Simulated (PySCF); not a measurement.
Ionisation energy of Cr(2+) by level of theory

Cr(2+) [Ar] 3d4 (5D) → Cr(3+) [Ar] 3d3 (4F), as a difference of total energies. Calculation: PySCF 2.14, in x2c-TZVPPall (6s5p4d2f1g, 64 functions); the spin-free X2C one-electron Hamiltonian (Gaussian nucleus). Correlated levels: valence: [Ar] frozen; valence and next inner shell: [Ne] frozen. The calculations carry no spin-orbit coupling.

```json
{"method": "UHF", "ionisation energy (eV)": "29.672", "plus first-order spin-orbit estimate": "29.648", "error of that sum (eV)": "-1.311"}
{"method": "LDA", "ionisation energy (eV)": "31.890", "plus first-order spin-orbit estimate": "31.865", "error of that sum (eV)": "+0.906"}
{"method": "PBE", "ionisation energy (eV)": "31.473", "plus first-order spin-orbit estimate": "31.448", "error of that sum (eV)": "+0.489"}
{"method": "PBE0", "ionisation energy (eV)": "31.278", "plus first-order spin-orbit estimate": "31.254", "error of that sum (eV)": "+0.295"}
{"method": "r2SCAN", "ionisation energy (eV)": "31.049", "plus first-order spin-orbit estimate": "31.024", "error of that sum (eV)": "+0.065"}
{"method": "M06", "ionisation energy (eV)": "31.430", "plus first-order spin-orbit estimate": "31.406", "error of that sum (eV)": "+0.447"}
{"method": "B2PLYP", "ionisation energy (eV)": "30.825", "plus first-order spin-orbit estimate": "30.801", "error of that sum (eV)": "-0.158"}
{"method": "PW91", "ionisation energy (eV)": "31.555", "plus first-order spin-orbit estimate": "31.530", "error of that sum (eV)": "+0.571"}
{"method": "CAM-B3LYP", "ionisation energy (eV)": "31.283", "plus first-order spin-orbit estimate": "31.259", "error of that sum (eV)": "+0.300"}
{"method": "MP2 (valence)", "ionisation energy (eV)": "30.300", "plus first-order spin-orbit estimate": "30.276", "error of that sum (eV)": "-0.683"}
{"method": "SCS-MP2 (valence)", "ionisation energy (eV)": "29.882", "plus first-order spin-orbit estimate": "29.857", "error of that sum (eV)": "-1.102"}
{"method": "MP2 (valence and next inner shell)", "ionisation energy (eV)": "30.982", "plus first-order spin-orbit estimate": "30.958", "error of that sum (eV)": "-0.001"}
{"method": "SCS-MP2 (valence and next inner shell)", "ionisation energy (eV)": "30.550", "plus first-order spin-orbit estimate": "30.526", "error of that sum (eV)": "-0.433"}
```

Reference: 30.959 ± 0.025 eV (measured; NIST Atomic Spectra Database, ionization energies).

A first-order spin-orbit estimate (lowest level to lowest level, LS coupling) adds -0.024 eV.

Errors of the correlated levels include the incompleteness of this basis and the frozen core.
